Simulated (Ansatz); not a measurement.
`SBS` and `COB(S)S` differ in one atom or group.

Ansatz, PBE0-D4/def2-TZVP geometries, multiplicity 1. Each molecule was computed in one conformer, which needn't be the lowest.

```tsv
property	`SBS`
size of the dipole moment (ωB97M-V/def2-TZVPP) / D	0.75
LUMO energy (PBE/def2-TZVPP) / eV	-1.83
HOMO energy (B3LYP/def2-TZVPP) / eV	-7.32
HOMO–LUMO gap (PBE0/def2-TZVPP) / eV	6.64
HOMO–LUMO gap (PBE/def2-TZVPP) / eV	4.60
size of the dipole moment (PBE/def2-TZVPP) / D	0.75
```

Q: Give the same properties after the change, and the shifts. (Estimate.)

A: The calculation gave: 
| property | `COB(S)S` | shift |
| --- | --- | --- |
| size of the dipole moment (ωB97M-V/def2-TZVPP) / D | 1.37 | 0.62 |
| LUMO energy (PBE/def2-TZVPP) / eV | -0.75 | 1.08 |
| HOMO energy (B3LYP/def2-TZVPP) / eV | -7.07 | 0.25 |
| HOMO–LUMO gap (PBE0/def2-TZVPP) / eV | 7.50 | 0.86 |
| HOMO–LUMO gap (PBE/def2-TZVPP) / eV | 5.36 | 0.76 |
| size of the dipole moment (PBE/def2-TZVPP) / D | 1.33 | 0.58 |

With PBE0 the HOMO rises by 0.24 eV and the LUMO rises by 1.11 eV, so the gap widens by about 0.87 eV. PBE moves the HOMO by 0.31 eV and ωB97M-V by 0.20 eV. Dipoles are sizes alone; their direction can turn.

B3LYP here is the variant with VWN-RPA as its local correlation; programs differ in this.
